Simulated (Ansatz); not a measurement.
Computed with Ansatz on PBE0-D4/def2-TZVP structures; ΔE is electronic, products minus reactants. CCSD(T)/CBS is the MP2 limit (def2-TZVPP, def2-QZVPP) plus CCSD(T) − MP2 in def2-TZVPP, frozen cores. This one scheme is used for every species. DFT in def2-TZVPP. B3LYP here is the variant with VWN-RPA as its local correlation; programs differ in this. Elements past krypton have def2 core potentials. For Te outer-core shells are correlated without core-valence functions, which leaves a few kJ/mol of doubt a bond. Each species was taken in one conformer, which may not be the lowest.

Consider the ligand exchange at a B–F bond: `OB(O)F` + `CC[TeH]` → `CC[Te]B(O)O` + H–F.

```tsv
level	ΔE (kcal/mol)	difference from CCSD(T)/CBS
PBE-D4	21.7	-0.8
PBE	23.6	1.1
r2SCAN	25.7	3.2
B3LYP	28.6	6.1
HF/def2-TZVPP	34.3	11.8
CCSD/def2-TZVPP	25.8	3.3
CCSD(T)/def2-TZVPP	24.1	1.6
HF/def2-QZVPP	34.4	11.9
MP2/CBS(def2)	19.8	-2.7
CCSD/CBS(def2)	24.2	1.7
CCSD(T)/CBS	22.5	0
```

Largest T1 diagnostic among the species: 0.012.

In def2-TZVPP, CCSD(T) changes the Hartree–Fock value by −10.2 kcal/mol (the triples alone add −1.8 kcal/mol) and MP2 by −12.8 kcal/mol. From PBE to PBE0 (25 % exact exchange), in def2-TZVPP and without D4, ΔE moves by +1.2 kcal/mol.
